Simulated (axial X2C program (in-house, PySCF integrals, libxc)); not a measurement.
**Low determinants of MoS at the PBE0 level, with spin–orbit coupling**

All values were computed with an in-house relativistic program for diatomic molecules. Two-component (2c) means X2C with spin–orbit coupling and atomic mean-field two-electron Coulomb and Gaunt terms. Basis: Mo dyall-cv3z [11s12p9d5f3g], S dyall-av3z [9s8p3d2f] (cores contracted in-house); Gaussian nuclei, density fitting, unrestricted open shells. Masses: Mo 97.905 u, S 31.972 u.

Search at 2.150 Å (vertical energies from the lowest determinant):

| ΔE (eV) | state | electrons beyond evenly filled partner blocks | electrons in ±ω = 1/2, 3/2, 5/2, 7/2 |
| --- | --- | --- | --- |
| 0.00 | Ω = 1 | ω = -3/2, ω = 5/2 | 40 15 3 0 |
| 0.08 | Ω = 3 | ω = 1/2, ω = 5/2 | 39 16 3 0 |
| 0.97 | Ω = 2 | 2 × ω = 1/2, ω = -3/2, ω = 5/2 | 40 15 3 0 |
| 0.99 | Ω = 2 | ω = -1/2, ω = 5/2 | 39 16 3 0 |
| 1.05 | Ω = 0 | ω = -1/2, 2 × ω = 3/2, ω = -5/2 | 39 16 3 0 |
| 1.40 | Ω = 0 | 2 × ω = 1/2, ω = 3/2, ω = -5/2 | 40 15 3 0 |
| 1.59 | Ω = 1 | ω = -1/2, ω = 3/2 | 39 15 4 0 |

Lowest determinant, Ω = 1 (⟨Sz⟩ = 2.00, ⟨Lz⟩ = -1.00 at PBE0): Re = 2.127 Å, ωe = 488.1 cm⁻¹.

The determinant in row 2 of the search, Ω = 3 (⟨Sz⟩ = 2.00, ⟨Lz⟩ = 1.00 at PBE0), was followed along the bond at PBE0; measured from the minimum of the lowest determinant it gives:

Te = 0.084 eV (679 cm⁻¹), Re = 2.128 Å, ωe = 484.1 cm⁻¹.

Q: Compare the bond of the determinant in row 2 with that of the lowest one.

A: At PBE0 its Re is 0.001 Å longer and its force constant, which goes as ωe², is 0.98 times that of the lowest determinant. T0 ≈ Te + Δωe/2 = 679 + (-2) = 677 cm⁻¹.

The search compares states at one distance, so a state with another bond length can lie lower; it is not exhaustive and yields mostly the lowest determinant of each block pattern, so other components and higher states of one pattern are missing. These are energies of single determinants, not of spin-adapted states; PBE0 term energies can be off by some tenths of an eV, and the functional has no current term. Open-shell Ω = 0 determinants with evenly filled partner blocks cannot be reached by this program, so the Ω shown need not be the lowest component.
